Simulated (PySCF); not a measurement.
Gas-phase reaction: 2 InCl + Cl2 → 2 InCl2

Method: PySCF energies plus ideal-gas RRHO corrections (1 bar). † marks an energy on the PBE0/def2-TZVP geometry and frequencies; other levels use their own. MP2 and CCSD(T) freeze the core. Open shells (unrestricted): InCl2 (multiplicity 2); the rest are closed-shell singlets. In: scalar-relativistic def2 core potential, no spin-orbit coupling. InCl2: computed as isolated molecules; such fragments, hydroxides, amides, oligomers or adducts are transient or little studied in the gas. MP2 isn't extrapolated to the basis-set limit; its ΔH°(298 K) is -189.2 kJ in def2-SVP and -115.9 kJ in def2-TZVPP. CCSD(T) isn't extrapolated to the basis-set limit; its ΔH°(298 K) is -150.6 kJ in def2-SVP and -119.1 kJ in def2-TZVPP. The harmonic model lacks anharmonicity and excited electronic states, which grow with temperature; levels with a mode under 35 cm⁻¹ are left out. Soft modes under 120 cm⁻¹ make the harmonic entropy rough for InCl2.

```
level               ΔE electronic, kJ  ΔH°(298 K), kJ  ΔS°(298 K), J/K  ΔG°(2000 K), kJ
------------------  -----------------  --------------  ---------------  ---------------
BLYP/def2-TZVP†                   -77             -76              -91               97
CCSD(T)/def2-SVP†                -152            -151              -91               23
HF/def2-TZVP†                    -202            -200              -91              -27
M06-2X/def2-TZVP†                -158            -156              -91               17
MP2/def2-SVP†                    -190            -189              -91              -16
PBE/def2-TZVP†                   -106            -105              -91               69
PBE0/def2-QZVP†                  -127            -126              -91               47
PBE0/def2-SVP†                   -150            -149              -91               25
PBE0/def2-TZVP                   -130            -128              -91               45
r2SCAN/def2-TZVP†                -155            -154              -91               20
ωB97M-V/def2-TZVP†               -124            -123              -91               51
```
ΔH° is lowest at HF/def2-TZVP† and highest at BLYP/def2-TZVP†. No reference value is set beside these.
